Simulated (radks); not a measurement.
The numbers below are computed, except where a source is named.
Zr19+, 21 electrons, occupied as [Ar] 3d3 (the NIST ground configuration). Level of theory: Dirac Kohn-Sham, relativistic LDA (MacDonald-Vosko exchange, VWN5 correlation), spin-unpolarised, spherical densities, finite nucleus; open shells fill j = l - 1/2 first; Fermi nuclear charge, rms radius 4.2694 fm (a radial shooting solver on a logarithmic mesh with Libxc functionals).

X-ray form factor f0, the Fourier transform of the density (f0(0) = 21):

sin(theta)/lambda (1/angstrom),f0 (electrons)
0.05,20.957
0.1,20.828
0.15,20.617
0.2,20.326
0.25,19.962
0.3,19.530
0.4,18.495
0.5,17.289
0.6,15.985
0.8,13.344
1,10.994
1.25,8.759
1.5,7.284
2,5.699
